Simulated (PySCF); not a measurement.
Shifts of the heteroatoms

Atoms are numbered as in `[SiH3:1][S:2][C@@H:3]1[CH2:4][CH2:5][C@H:6]2[CH2:7][C@@H:8]1[CH2:9]2`; H(Xn) means a hydrogen on atom n. Ha(C7), Ha(C9) are cis to C3 on the ring; Ha(C4), Ha(C5) are cis to S2 on the ring; Hb(C7), Hb(C9) are trans to C3 on the ring; Hb(C4), Hb(C5) are trans to S2 on the ring.

[PySCF: PBE0-D3(BJ)/def2-SVP structure; shieldings: GIAO PBE0/pcSseg-1; relativity neglected; isolated molecule; one averaged value for each set of equivalent atoms; a single conformation]

(1) What are the 29Si shifts?

(2) Where does 33S resonate?

## Answers

(1) 
```
atoms               environment  σ (ppm)  δ (ppm)
  Si1  silicon bonded to S, 3 H    404.0    -56.9
```

Shieldings were converted by a linear fit to measured shifts: 29Si: δ = 279.39 − 0.832σ (rms 9.7 ppm, 87 shifts, 23.4 ppm with the 5 outliers that the fit left out vs TMS, solution or neat liquid). Occasional misses reach two or three times the rms, and more in compound classes unlike the fitted ones.

On a 500 MHz spectrometer 29Si resonates near 99.3 MHz, so 1 ppm is 99.3 Hz.

(2) 
```tsv
atoms	environment	σ (ppm)	δ (ppm)
S2	sulfur bonded to C, Si	614.6	-422
```

Shieldings were converted by a linear fit to measured shifts: 33S: δ = 138.96 − 0.913σ (rms 31.7 ppm, 19 shifts vs sulfate, solution or neat liquid). A few per cent of atoms miss by over 2 rms, more outside the fitted compound classes.
